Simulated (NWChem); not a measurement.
System: AuNH3F; SMILES [NH3]->[Au][F]

Here is an NWChem input.

```
start job
memory heap 200 mb stack 900 mb global 1100 mb
geometry units angstroms noautoz
  Au     0.000000     0.000000     0.044724
  F      0.000000     0.000000     1.968914
  N      0.000000     0.000000    -2.014625
  H     -0.066715     0.946256    -2.394152
  H     -0.786124    -0.530905    -2.394152
  H      0.852839    -0.415351    -2.394152
end
basis spherical
  * library def2-svp
end
ecp
  Au library def2-ecp
end
dft
  xc xcamb88 1.00 lyp 0.81 vwn_5 0.19 hfexch 1.00
  cam 0.33 cam_alpha 0.19 cam_beta 0.46
  iterations 150
  mulliken
end
task dft energy
```

Parts of the log:

```
             Northwest Computational Chemistry Package (NWChem) 7.3.0
             --------------------------------------------------------

 C3V symmetry detected

                             Geometry "geometry" -> ""
                             -------------------------

 Output coordinates in angstroms (scale by  1.889725989 to convert to a.u.)

  No.       Tag          Charge          X              Y              Z
 ---- ---------------- ---------- -------------- -------------- --------------
    1 Au                  79.0000    -0.00000000    -0.00000000     0.04504450
    2 F                    9.0000     0.00000000     0.00000000     1.96923450
    3 N                    7.0000    -0.00000000     0.00000000    -2.01430450
    4 H                    1.0000     0.67076488     0.67076488    -2.39383150
    5 H                    1.0000    -0.91628187     0.24551699    -2.39383150
    6 H                    1.0000     0.24551699    -0.91628187    -2.39383150

 Effective nuclear repulsion energy (a.u.)     408.9724477021

      Symmetry information
      --------------------

 Group name             C3v
 Group number             17
 Group order               6
 No. of unique centers     4

                                 NWChem DFT Module
                                 -----------------

 Summary of "ao basis" -> "ao basis" (spherical)
 ------------------------------------------------------------------------------
       Tag                 Description            Shells   Functions and Types
 ---------------- ------------------------------  ------  ---------------------
 Au                         def2-svp                12       32   6s3p2d1f
 F                          def2-svp                 6       14   3s2p1d
 N                          def2-svp                 6       14   3s2p1d
 H                          def2-svp                 3        5   2s1p

      Symmetry analysis of basis
      --------------------------

        a1         29
        a2          2
        e          44

  Rotation of axis

            General Information
            -------------------
          SCF calculation type: DFT
          Wavefunction type:  closed shell.
          No. of atoms     :     6
          No. of electrons :    38
           Alpha electrons :    19
            Beta electrons :    19
          Charge           :     0
          Spin multiplicity:     1
          Use of symmetry is: on ; symmetry adaption is: on
          Maximum number of iterations: 150
          AO basis - number of functions:    75
                     number of shells:    33
          Convergence on energy requested:  1.00D-06
          Convergence on density requested:  1.00D-05
          Convergence on gradient requested:  5.00D-04

              XC Information
              --------------
                     Hartree-Fock (Exact) Exchange  1.000
                   CAM-Becke88 Exchange Functional  1.000
                      VWN V Correlation Functional  0.190 local
              Lee-Yang-Parr Correlation Functional  0.810

           Range-Separation Parameters
           ---------------------------
           Alpha           :  0.19
           Beta            :  0.46
           Gamma           :  0.33
           Short-Range HF  :     F

             Grid Information
             ----------------
          Grid used for XC integration:  medium
          Radial quadrature: Mura-Knowles
          Angular quadrature: Lebedev.
          Tag              B.-S. Rad. Rad. Pts. Rad. Cut. Ang. Pts.
          ---              ---------- --------- --------- ---------
          Au                  1.35      123           9.0       590
          F                   0.50       49          11.0       434
          N                   0.65       49           8.0       434
          H                   0.35       45          10.0       434
          Grid pruning is: on
          Number of quadrature shells:   266
          Spatial weights used:  Erf1

      Superposition of Atomic Density Guess
      -------------------------------------

 Sum of atomic energies:        -307.47862262

      Non-variational initial energy
      ------------------------------

 Total energy =    -290.246233
 1-e energy   =    -682.419923
 2-e energy   =     276.032155
 HOMO         =      -0.409712
 LUMO         =      -0.055872

      Symmetry analysis of molecular orbitals - initial
      -------------------------------------------------

  Numbering of irreducible representations:

     1 a1          2 a2          3 e

  Orbital symmetries:

     1 a1          2 a1          3 a1          4 a1          5 e
     6 e           7 a1          8 a1          9 a1         10 e
    11 e          12 e          13 e          14 a1         15 e
    16 e          17 e          18 e          19 a1         20 a1
    21 e          22 e          23 a1         24 e          25 e
    26 a1         27 a1         28 e          29 e

     ---------------------------------------------
      Total Density - Mulliken Population Analysis
     ---------------------------------------------

    Atom       Charge   Shell Charges
 -----------   ------   -------------------------------------------------------
    1 Au  19    18.80   0.07 -0.47  1.80  0.62  0.65  0.30  5.59  0.46  0.06  8.70  1.02  0.01
    2 F    9     9.74   1.99  1.15  0.82  3.55  2.23  0.00
    3 N    7     7.23   1.99  0.97  0.40  2.33  1.52  0.01
    4 H    1     0.74   0.59  0.11  0.04
    5 H    1     0.74   0.59  0.11  0.04
    6 H    1     0.74   0.59  0.11  0.04

   convergence    iter        energy       DeltaE   RMS-Dens  Diis-err
 ---------------- ----- ----------------- --------- --------- ---------
 d= 0,ls=0.0,diis     1   -291.8177356566 -4.08D+02  2.18D-02  8.71D-01
 d= 0,ls=0.0,diis     2   -291.7483369294  6.94D-02  1.11D-02  2.15D+00
 d= 0,ls=0.0,diis     3   -291.9417212995 -1.93D-01  3.07D-03  2.41D-02
 d= 0,ls=0.0,diis     4   -291.9423389453 -6.18D-04  1.19D-03  2.01D-02
 d= 0,ls=0.0,diis     5   -291.9443362128 -2.00D-03  1.86D-04  8.86D-05
  Resetting Diis
 d= 0,ls=0.0,diis     6   -291.9443482458 -1.20D-05  6.17D-05  1.57D-05
 d= 0,ls=0.0,diis     7   -291.9443500178 -1.77D-06  2.30D-05  1.35D-06
 d= 0,ls=0.0,diis     8   -291.9443500814 -6.36D-08  8.63D-06  1.42D-06

         Total DFT energy =     -291.944350081389
      One electron energy =     -686.158620942892
           Coulomb energy =      309.297936997387
    Exchange-Corr. energy =      -31.225201451166
 Nuclear repulsion energy =      116.141535315283

 Numeric. integr. density =       37.999994081865

                  Occupations of the irreducible representations
                  ----------------------------------------------

                     irrep           alpha         beta
                     --------     --------     --------
                     a1                9.0          9.0
                     a2                0.0          0.0
                     e                10.0         10.0

                       DFT Final Molecular Orbital Analysis
                       ------------------------------------

 Vector   17  Occ=2.000000D+00  E=-3.150302D-01  Symmetry=e
              MO Center=  1.8D-03, -2.6D-03,  9.9D-01, r^2= 1.8D+00
   Bfn.  Coefficient  Atom+Function         Bfn.  Coefficient  Atom+Function
  ----- ------------  ---------------      ----- ------------  ---------------
    17      0.631440  1 Au d -1              37      0.498349  2 F  py
    40     -0.366360  2 F  py                22      0.118787  1 Au d -1
    14     -0.111678  1 Au py                72     -0.077255  6 H  s
    71     -0.075561  6 H  s                  8      0.055209  1 Au py
    19      0.054409  1 Au d  1              62      0.050515  4 H  s

 Vector   18  Occ=2.000000D+00  E=-3.150302D-01  Symmetry=e
              MO Center= -1.8D-03,  2.6D-03,  9.9D-01, r^2= 1.8D+00
   Bfn.  Coefficient  Atom+Function         Bfn.  Coefficient  Atom+Function
  ----- ------------  ---------------      ----- ------------  ---------------
    19      0.631440  1 Au d  1              36     -0.498349  2 F  px
    39      0.366360  2 F  px                24      0.118787  1 Au d  1
    13      0.111678  1 Au px                67      0.073769  5 H  s
    66      0.072151  5 H  s                 62     -0.060042  4 H  s
    61     -0.058725  4 H  s                  7     -0.055209  1 Au px

 Vector   19  Occ=2.000000D+00  E=-3.110689D-01  Symmetry=a1
              MO Center=  3.6D-14, -2.9D-13,  2.4D-01, r^2= 2.0D+00
   Bfn.  Coefficient  Atom+Function         Bfn.  Coefficient  Atom+Function
  ----- ------------  ---------------      ----- ------------  ---------------
    18      0.598868  1 Au d  0               5     -0.515577  1 Au s
     3      0.399197  1 Au s                  6     -0.279945  1 Au s
     2     -0.254839  1 Au s                 38     -0.231409  2 F  pz
    41      0.171019  2 F  pz                23      0.134270  1 Au d  0
     4      0.110291  1 Au s                  1      0.099843  1 Au s

 Vector   20  Occ=0.000000D+00  E= 1.829732D-02  Symmetry=a1
              MO Center= -7.8D-15, -3.7D-14, -1.8D+00, r^2= 5.0D+00
   Bfn.  Coefficient  Atom+Function         Bfn.  Coefficient  Atom+Function
  ----- ------------  ---------------      ----- ------------  ---------------
    49      1.248697  3 N  s                  6     -0.638992  1 Au s
    62     -0.481603  4 H  s                 67     -0.481603  5 H  s
    72     -0.481603  6 H  s                 18     -0.330515  1 Au d  0
    15      0.272142  1 Au pz                48      0.261385  3 N  s
     5      0.184891  1 Au s                 47      0.137588  3 N  s

[...]
```

Level: CAM-B3LYP/def2-SVP with def2 effective core potentials on Au. The geometry was optimised at PBE0/def2-SVP. def2 effective core potentials on Au; no spin-orbit coupling.
